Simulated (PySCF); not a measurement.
C2H6BNO, SMILES B1(N)OCC1.

Geometry: B3LYP-D3(BJ)/def2-SVP. This is a generated structure with no PubChem entry under its InChIKey; it may be hypothetical. The values are those of a single conformer.

Two levels are set side by side: PBE/def2-TZVP (PySCF) and M06-2X/def2-TZVP (PySCF). Same geometry, gas phase. Differences are taken from unrounded values.

| quantity | M06-2X | PBE | PBE minus M06-2X |
|---|---|---|---|
| orbital gap (eV) | 10.47 | 6.27 | -4.20 |
| highest occupied level (eV) | -9.01 | -6.06 | 2.95 |
| lowest empty level (eV) | 1.46 | 0.21 | -1.25 |
| dipole moment (D) | 1.70 | 1.63 | -0.07 |
| mean polarisability (bohr³) | 46.2 | 48.7 | 2.6 |

PBE's occupied levels lie high since its potential decays too fast outside the molecule; exact exchange lowers them and widens the gap. Loosely held outer electrons make PBE densities more polarisable. Differences between two approximate levels are no errors against the true value.

Rough cost on one machine, each run with all the roots and properties that it gave: M06-2X against PBE about 4 times.
